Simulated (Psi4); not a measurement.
CuF, charge -1, doublet (typed; the unrestricted solution is spin-contaminated), geometry from GFN2-xTB (such geometries of metal compounds can be far from the true shape) (the multiplicity is a formal guess) (a gas-phase anion, which may not be bound at this level); Psi4 with TPSS/STO-3G.

Psi4 was given this input:
```
memory 2 GB

molecule {
-1 2
  Cu   -0.00000000   -0.00000000   -0.36514890
  F     0.00000000    0.00000000    1.17659091
}

set basis sto-3g
set reference uks

energy('tpss')
print_variables()
```

The log (banner, timings and long lists left out):

```
   => Loading Basis Set <=

    Name: STO-3G
    Role: ORBITAL
    Keyword: BASIS

         ---------------------------------------------------------
                                   SCF
               by Justin Turney, Rob Parrish, Andy Simmonett
                          and Daniel G. A. Smith
                              UKS Reference
         ---------------------------------------------------------

  ==> Geometry <==

    Molecular point group: c2v
    Full point group: C_inf_v

    Geometry (in Angstrom), charge = -1, multiplicity = 2:

       Center              X                  Y                   Z               Mass
    ------------   -----------------  -----------------  -----------------  -----------------
         CU           0.000000000000     0.000000000000    -0.357516284626    62.929597720000
         F            0.000000000000     0.000000000000     1.184223525374    18.998403162730

  Running in c2v symmetry.

  Rotational constants: A = ************  B =      0.48600  C =      0.48600 [cm^-1]
  Rotational constants: A = ************  B =  14569.85832  C =  14569.85832 [MHz]
  Nuclear repulsion =   89.584021304392479

  Charge       = -1
  Multiplicity = 2
  Electrons    = 39
  Nalpha       = 20
  Nbeta        = 19

  ==> Algorithm <==

  SCF Algorithm Type is DF.
  DIIS enabled.
  MOM disabled.
  Fractional occupation disabled.
  Guess Type is SAD.
  Energy threshold   = 1.00e-06
  Density threshold  = 1.00e-06
  Integral threshold = 1.00e-12

  ==> Primary Basis <==

  Basis Set: STO-3G
    Blend: STO-3G
    Number of shells: 11
    Number of basis functions: 23
    Number of Cartesian functions: 24
    Spherical Harmonics?: true
    Max angular momentum: 2

  ==> DFT Potential <==

   => LibXC <=

    Version 7.1.2
    S. Lehtola, C. Steigemann, M. J. T. Oliveira, and M. A. L. Marques,  SoftwareX 7, 1–5 (2018) (10.1016/j.softx.2017.11.002)

   => Composite Functional: TPSS <=

    TPSS Meta-GGA XC Functional

    J. Tao, et al., Phys. Rev. Lett., 91, 146401, 2003

    Deriv               =              1
    GGA                 =           TRUE
    Meta                =           TRUE

    Exchange Hybrid     =          FALSE
    MP2 Hybrid          =          FALSE

   => Exchange Functionals <=

    1.0000   XC_MGGA_X_TPSS

   => Correlation Functionals <=

    1.0000   XC_MGGA_C_TPSS

   => LibXC Density Thresholds  <==

    XC_MGGA_C_TPSS:  1.00E-15
    XC_MGGA_X_TPSS:  1.00E-15

   => Molecular Quadrature <=

    Radial Scheme          =       TREUTLER
    Pruning Scheme         =           NONE
    Nuclear Scheme         =       TREUTLER

    Blocking Scheme        =         OCTREE
    BS radius alpha        =              1
    Pruning alpha          =              1
    Radial Points          =             75
    Spherical Points       =            302
    Total Points           =          41988
    Total Blocks           =            387
    Max Points             =            256
    Max Functions          =             23
    Weights Tolerance      =       1.00E-15

   => Loading Basis Set <=

    Name: (STO-3G AUX)
    Role: JKFIT
    Keyword: DF_BASIS_SCF

  ==> Integral Setup <==

  SCF_SUBTYPE=INCORE selected. In-core MEM_DF algorithm will be used.
  Using in-core AOs.

  ==> MemDFJK: Density-Fitted J/K Matrices <==

    J tasked:                   Yes
    K tasked:                    No
    wK tasked:                   No
    Algorithm:                 Core
    Schwarz Cutoff:           1E-12
    Mask sparsity (%):       1.8904
    Fitting Condition:        1E-10

   => Auxiliary Basis Set <=

  Basis Set: (STO-3G AUX)
    Blend: DEF2-UNIVERSAL-JKFIT
    Number of shells: 83
    Number of basis functions: 341
    Number of Cartesian functions: 470
    Spherical Harmonics?: true
    Max angular momentum: 6

  Minimum eigenvalue in the overlap matrix is 3.8698138484E-01.
  Reciprocal condition number of the overlap matrix is 2.2823877099E-01.
    Using symmetric orthogonalization.

[...]
   @DF-UKS iter  16: -1719.99046027349959   -4.94914e-02   1.42024e-02 ADIIS/DIIS
   @DF-UKS iter  17: -1719.96935189897408    2.11084e-02   1.81943e-02 ADIIS/DIIS
   @DF-UKS iter  18: -1720.01745347814131   -4.81016e-02   6.88667e-03 ADIIS/DIIS
   @DF-UKS iter  19: -1720.02401723747334   -6.56376e-03   2.11427e-03 ADIIS/DIIS
   @DF-UKS iter  20: -1720.02465178845114   -6.34551e-04   6.72960e-04 ADIIS/DIIS
   @DF-UKS iter  21: -1720.02469994442981   -4.81560e-05   4.80200e-04 ADIIS/DIIS
   @DF-UKS iter  22: -1720.02468341099006    1.65334e-05   5.26532e-04 ADIIS/DIIS
   @DF-UKS iter  23: -1720.02453954065709    1.43870e-04   8.30160e-04 ADIIS/DIIS
   @DF-UKS iter  24: -1720.02464586733890   -1.06327e-04   2.25050e-04 ADIIS/DIIS
   @DF-UKS iter  25: -1720.02454826278768    9.76046e-05   5.53329e-04 ADIIS/DIIS
   @DF-UKS iter  26: -1720.02459256374527   -4.43010e-05   1.99098e-04 ADIIS/DIIS
   @DF-UKS iter  27: -1720.02459752383425   -4.96009e-06   3.87481e-05 DIIS
   @DF-UKS iter  28: -1720.02459767491132   -1.51077e-07   2.69032e-05 DIIS
   @DF-UKS iter  29: -1720.02459777266267   -9.77514e-08   2.01704e-06 DIIS
   @DF-UKS iter  30: -1720.02459777333115   -6.68479e-10   4.79630e-07 DIIS
  Energy and wave function converged.

  ==> Post-Iterations <==

   Electrons on quadrature grid:
      Nalpha   =   19.9999880904 ; deviation = -1.191e-05
      Nbeta    =   18.9999873738 ; deviation = -1.263e-05
      Ntotal   =   38.9999754642 ; deviation = -2.454e-05

   @Spin Contamination Metric:   1.131074626E+00
   @S^2 Expected:                7.500000000E-01
   @S^2 Observed:                1.881074626E+00
   @S   Expected:                5.000000000E-01
   @S   Observed:                5.000000000E-01

    Orbital Energies [Eh]
    ---------------------

    Alpha Occupied:

[...]
    Alpha Virtual:

[...]
    Beta Occupied:

[...]
       4B2     0.221370

    Beta Virtual:

[...]
      12A1     0.430800

    Final Occupation by Irrep:
             A1    A2    B1    B2
    DOCC [    10,    1,    4,    4 ]
    SOCC [     1,    0,    0,    0 ]
    NA   [    11,    1,    4,    4 ]
    NB   [    10,    1,    4,    4 ]

  @DF-UKS Final Energy: -1720.02459777333115

   => Energetics <=

    Nuclear Repulsion Energy =             89.5840213043924791
    One-Electron Energy =               -2577.3306139501046346
    Two-Electron Energy =                 845.2704572742850360
    DFT Exchange-Correlation Energy =     -77.5484624019041746
    Empirical Dispersion Energy =           0.0000000000000000
    VV10 Nonlocal Energy =                  0.0000000000000000
    Total Energy =                      -1720.0245977733311520

  UHF NO Occupations:
  HONO-2 :    4 B1 1.6655761
  HONO-1 :    4 B2 1.6655587
  HONO-0 :   11 A1 1.0000000
  LUNO+0 :    5 B2 0.3344413
  LUNO+1 :    5 B1 0.3344239
  LUNO+2 :   12 A1 0.0085538

Computation Completed

Properties will be evaluated at   0.000000,   0.000000,   0.000000 [a0]

Properties computed using the SCF density matrix

 Multipole Moments:

 ------------------------------------------------------------------------------------
     Multipole            Electronic (a.u.)      Nuclear  (a.u.)        Total (a.u.)
 ------------------------------------------------------------------------------------

 L = 1.  Multiply by 2.5417464519 to convert [e a0] to [Debye]
 Dipole X            :          0.0000000            0.0000000            0.0000000
 Dipole Y            :          0.0000000            0.0000000            0.0000000
 Dipole Z            :          0.9485230            0.5480952            1.4966181
 Magnitude           :                                                    1.4966181

 ------------------------------------------------------------------------------------

  Variable Map:
  ----------------------------------------------------------------------------
[...]
  Array Variable Map:
  ----------------------------------------------------------------------------
[...]
[...]
```
